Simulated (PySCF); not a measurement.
Computed IR spectrum (relative IR intensity) of a molecule C2H6FGaO. Geometry: PBE-D3(BJ)/def2-SVP. Other conformers were not sampled. Computed with PBE-D3(BJ)/def2-SVP run with PySCF. Frequencies are harmonic and unscaled.

Lines under 2 % of the strongest are left out, and lines within 2 cm⁻¹ are merged.

ν (cm⁻¹): 33 (vw), 82 (w), 137 (w), 191 (w), 231 (vw), 261 (w), 340 (s), 523 (w), 623 (m), 670 (s), 688 (vs), 789 (vs), 941 (w), 1028 (w), 1171 (vw), 1200 (vw), 1348 (vw), 1381 (w), 1422 (vw), 1429 (w), 2963 (m), 2987 (w), 3042 (m), 3056 (m), 3734 (m) (against the strongest line: vs over 80 %, s over 45 %, m over 15 %, w over 4 %, vw less)

Identify the compound among the candidates.
A) C[O][Ga]([CH3])[F]
B) CC[O][GaH][F]
C) C[CH2][Ga]([OH])[F]

C, C[CH2][Ga]([OH])[F]
